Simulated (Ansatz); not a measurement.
`C#[C][Ti]([F])([C]#C)[C]#C`, relaxed with RKS PBE0-D4/def2-TZVP in Ansatz from a PBE-D4/def2-SVP geometry. The force threshold is 0.005 eV/Å; the program also tests the step.

Total charge 0; spin multiplicity 1.

Start:

```xyz
11

C     0.149    1.276   -2.777
C     0.198    1.028   -1.562
Ti    0.270    0.607    0.405
F     0.874    1.969    1.306
C    -1.587    0.120    1.008
C    -2.734   -0.184    1.371
C     1.457   -0.999    0.658
C     2.185   -1.991    0.808
H     0.105    1.490   -3.839
H    -3.737   -0.454    1.685
H     2.820   -2.861    0.937
```

```tsv
step	energy (eV)	largest force (eV/Å)	largest move (Å)
1	-32086.5814	2.164	0.000
2	-32086.6848	0.161	0.039
3	-32086.6860	0.024	0.005
4	-32086.6861	0.009	0.002
5	-32086.6861	0.000	0.004
```

End:

```xyz
11

C     0.150    1.270   -2.756
C     0.194    1.019   -1.567
Ti    0.264    0.596    0.395
F     0.866    1.955    1.293
C    -1.588    0.112    1.000
C    -2.710   -0.184    1.363
C     1.450   -1.004    0.652
C     2.167   -1.974    0.805
H     0.110    1.487   -3.800
H    -3.696   -0.446    1.679
H     2.793   -2.829    0.936
```

Run time 52 s (4 threads of an Arm Neoverse V1 on a shared host); peak host memory 1 GiB.
